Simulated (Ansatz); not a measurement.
Ansatz (an electronic-structure program) input:

Ansatz 0.2 input:
```yaml
crystal:
  periodic: [false, false, false]
  atoms:
    - {symbol: Si, position_ang: [0.01682677, 0.02100607, 1.18504847]}
    - {symbol: Br, position_ang: [0.95298677, -1.49153430, -0.22422480]}
    - {symbol: Br, position_ang: [-0.95971748, 1.48313187, -0.24979458]}
basis:
  gaussian:
    orbitals: def2-TZVP
hamiltonian:
  xc: b3lyp
  dispersion: d3bj
phonons: {temperatures: {t_min: 298.15, t_max: 298.15, t_step: 100}}
```

Task: Predict the final energy.

Result: -5437.95819 Eh (B3LYP-D3(BJ)/def2-TZVP). The basis has 133 functions. The run takes very roughly 30 core-seconds.
